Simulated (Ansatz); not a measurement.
`CB1COC=N1`, charge 0, multiplicity 1.

Q: Give a relaxed structure at PBE0-D4/def2-TZVP (Ansatz). (Estimate.)

A: Ansatz gave: 
Z-matrix (Å, degrees):
```
C
B 1 1.556
H 1 1.098 2 108.5
H 1 1.093 2 110.9 3 -115.6
H 1 1.091 2 114.7 3 120.1
C 2 1.583 1 129.3 3 -105.4
N 2 1.450 1 125.4 3 73.2
O 6 1.448 2 102.6 1 178.7
H 6 1.094 2 115.1 1 -64.5
H 6 1.094 2 115.4 1 61.8
C 7 1.280 2 104.8 1 -178.8
H 11 1.089 7 125.5 2 180.0
```
This is one stationary point; other conformers may exist.
